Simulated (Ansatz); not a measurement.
Computed with Ansatz on PBE0-D4/def2-TZVP structures; ΔE is electronic, products minus reactants. CBS: MP2 limit from def2 TZ/QZ plus the TZ coupled-cluster correction, frozen cores. This one scheme is used for every species. DFT in def2-TZVPP. def2 core potentials past Kr. For Sn outer-core shells are correlated without core-valence functions, which leaves a few kJ/mol of doubt a bond. Each species was taken in one conformer, which may not be the lowest.

Consider the ligand exchange at the Sn–C bond: `C[CH2][SnH2][F]` + CH₃NH₂ → `C[NH][SnH2][F]` + ethane.

```
   level  ΔE (kcal/mol)
  PBE-D4           -5.1
PBE-QIDH           -5.3
  revPBE           -5.2
    BLYP           -6.4
```

**Question.** What does CCSD(T)/CBS give? (Estimate.)

**Answer.** Ansatz gave: -5.5 kcal/mol. The listed levels differ from it by 0.4, 0.2, 0.3, -0.9 kcal/mol.

Largest T1 diagnostic among the species: 0.013.

At CCSD(T), def2-SVP lies −1.8 kcal/mol from the extrapolated value and def2-TZVPP +0.1 kcal/mol. In def2-TZVPP, CCSD(T) changes the Hartree–Fock value by +1.5 kcal/mol (the triples alone add −0.1 kcal/mol) and MP2 by +1.3 kcal/mol. Leaving LDA and LC-ωPBE aside and taking each functional with its dispersion term where it has one, the values, not all of them listed here, spread over 1.7 kcal/mol, from B97M-V to HSE06-D4.
